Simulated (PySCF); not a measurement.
**input.py for PbS2**

File input.py (PySCF 2.14):

```python
from pyscf import gto, dft

mol = gto.M(
    atom='Pb 0 0 0; S 2.2441 0 0; S -2.2441 0 0',
    basis='lanl2dz',
    ecp={'Pb': 'lanl2dz', 'S': 'lanl2dz'},
    charge=0,
    spin=0,
    symmetry=True,
    verbose=4,
)
mf = dft.RKS(mol, xc='b3lyp5')
mf.kernel()
mf.mulliken_pop()
mf.dip_moment()
print('orbital energies (hartree):', mf.mo_energy[..., max(0, mol.nelec[1]-3):mol.nelec[0]+3].round(4))
```

```bash
$ OMP_NUM_THREADS=1 python input.py
```

It prints (some set-up lines removed):

```
PySCF version 2.14.0

[INPUT] verbose = 4
[INPUT] num. atoms = 3
[INPUT] num. electrons = 16
[INPUT] charge = 0
[INPUT] spin (= nelec alpha-beta = 2S) = 0
[INPUT] symmetry True subgroup None
[INPUT] Mole.unit = angstrom
[INPUT] Symbol           X                Y                Z      unit          X                Y                Z       unit  Magmom
[INPUT]  1 Pb     0.000000000000   0.000000000000   0.000000000000 AA    0.000000000000   0.000000000000   0.000000000000 Bohr   0.0
[INPUT]  2 S      2.244100000000   0.000000000000   0.000000000000 AA    4.240734396136   0.000000000000   0.000000000000 Bohr   0.0
[INPUT]  3 S     -2.244100000000   0.000000000000   0.000000000000 AA   -4.240734396136   0.000000000000   0.000000000000 Bohr   0.0

nuclear repulsion = 15.5633420617263
point group symmetry = Dooh
symmetry origin: [0. 0. 0.]
symmetry axis x: [0. 1. 0.]
symmetry axis y: [0. 0. 1.]
symmetry axis z: [1. 0. 0.]
num. orbitals of irrep A1g = 6
num. orbitals of irrep E1gx = 2
num. orbitals of irrep E1gy = 2
num. orbitals of irrep A1u = 6
num. orbitals of irrep E1uy = 4
num. orbitals of irrep E1ux = 4
number of shells = 12
number of NR pGTOs = 36
number of NR cGTOs = 24
basis = lanl2dz
ecp = {'Pb': 'lanl2dz', 'S': 'lanl2dz'}

******** <class 'pyscf.dft.rks_symm.SymAdaptedRKS'> ********
method = SymAdaptedRKS
initial guess = minao
damping factor = 0
level_shift factor = 0
DIIS = <class 'pyscf.scf.diis.CDIIS'>
diis_start_cycle = 1
diis_space = 8
diis_damp = 0
SCF conv_tol = 1e-09
SCF conv_tol_grad = None
SCF max_cycles = 50
direct_scf = True
direct_scf_tol = 1e-13
XC library pyscf.dft.libxc version 7.0.0
    S. Lehtola, C. Steigemann, M. J.T. Oliveira, and M. A.L. Marques.,  SoftwareX 7, 1–5 (2018)
XC functionals = b3lyp5
    P. A. M. Dirac.,  Math. Proc. Cambridge Philos. Soc. 26, 376 (1930)
    F. Bloch.,  Z. Phys. 57, 545 (1929)
    A. D. Becke.,  Phys. Rev. A 38, 3098 (1988)
    C. Lee, W. Yang, and R. G. Parr.,  Phys. Rev. B 37, 785 (1988)
    B. Miehlich, A. Savin, H. Stoll, and H. Preuss.,  Chem. Phys. Lett. 157, 200 (1989)
    S. H. Vosko, L. Wilk, and M. Nusair.,  Can. J. Phys. 58, 1200 (1980)
radial grids:
    Treutler-Ahlrichs [JCP 102, 346 (1995); DOI:10.1063/1.469408] (M4) radial grids

becke partition: Becke, JCP 88, 2547 (1988); DOI:10.1063/1.454033
pruning grids: <function nwchem_prune>
grids dens level: 3
symmetrized grids: True
atomic radii adjust function: <function treutler_atomic_radii_adjust>
small_rho_cutoff = 0
Freeze 0 electrons in irreps []
    16 free electrons in irreps A1g E1gx E1gy A1u E1uy E1ux
Set gradient conv threshold to 3.16228e-05
Initial guess from minao.
tot grids = 60992
init E= -18.0917609782268
HOMO (E1gy) = -0.0123098010426794  LUMO (E1ux) = 0.0717806193423747  gap/eV = 2.28822
cycle= 1 E= -23.1282792289933  delta_E= -5.04  |g|= 1.06  |ddm|= 5.03
HOMO (E1gy) = -0.482698547254366  LUMO (A1g) = -0.282588082571497  gap/eV = 5.44528
cycle= 2 E= -23.0325823715268  delta_E= 0.0957  |g|= 1.16  |ddm|= 2.56
HOMO (E1gy) = -0.288110057734198  LUMO (A1g) = -0.165613488691129  gap/eV = 3.33330
cycle= 3 E= -23.6181027051935  delta_E= -0.586  |g|= 0.183  |ddm|= 1.55
HOMO (E1gy) = -0.270977850869676  LUMO (A1g) = -0.134217356358807  gap/eV = 3.72144
cycle= 4 E= -23.6353386434148  delta_E= -0.0172  |g|= 0.0593  |ddm|= 0.385
HOMO (E1gy) = -0.268093856299894  LUMO (A1g) = -0.13288126869439  gap/eV = 3.67932
cycle= 5 E= -23.6372063474068  delta_E= -0.00187  |g|= 0.00137  |ddm|= 0.0844
HOMO (E1gy) = -0.267871335363948  LUMO (A1g) = -0.132630287545115  gap/eV = 3.68010
cycle= 6 E= -23.6372071222471  delta_E= -7.75e-07  |g|= 0.00034  |ddm|= 0.0016
HOMO (E1gy) = -0.267843411375857  LUMO (A1g) = -0.132621417563934  gap/eV = 3.67958
cycle= 7 E= -23.6372071758573  delta_E= -5.36e-08  |g|= 2.48e-05  |ddm|= 0.000396
HOMO (E1gy) = -0.267841432286356  LUMO (A1g) = -0.132620704938604  gap/eV = 3.67954
cycle= 8 E= -23.6372071761474  delta_E= -2.9e-10  |g|= 4.49e-07  |ddm|= 3.22e-05
HOMO (E1gy) = -0.267841316349204  LUMO (A1g) = -0.132620629217089  gap/eV = 3.67954
Extra cycle  E= -23.6372071761472  delta_E= 2.34e-13  |g|= 7.36e-07  |ddm|= 1.42e-06
converged SCF energy = -23.6372071761472
 ** Mulliken pop  **
pop of  0 Pb 6s           0.61508
pop of  0 Pb 7s           0.96824
pop of  0 Pb 6px          0.69219
pop of  0 Pb 6py          0.36510
pop of  0 Pb 6pz          0.36510
pop of  0 Pb 7px         -0.06214
pop of  0 Pb 7py          0.19316
pop of  0 Pb 7pz          0.19316
pop of  1 S 3s            1.06736
pop of  1 S 4s            0.89939
pop of  1 S 3px           0.52337
pop of  1 S 3py           0.82085
[12 lines left out]
 ** Mulliken atomic charges  **
charge of    0Pb =      0.67012
charge of    1S =     -0.33506
charge of    2S =     -0.33506
Dipole moment(X, Y, Z, Debye): -0.00000,  0.00000, -0.00000
orbital energies (hartree): [-0.3073 -0.2678 -0.2678 -0.1326 -0.0969 -0.0969]
```

In short: E(SCF) = -23.637207 Eh, 8 cycles, μ(SCF) = 0.00 D.

Hardware: Arm Neoverse N1, 1 thread, shared host. Wall time 2.3 s, peak memory 0.17 GiB.
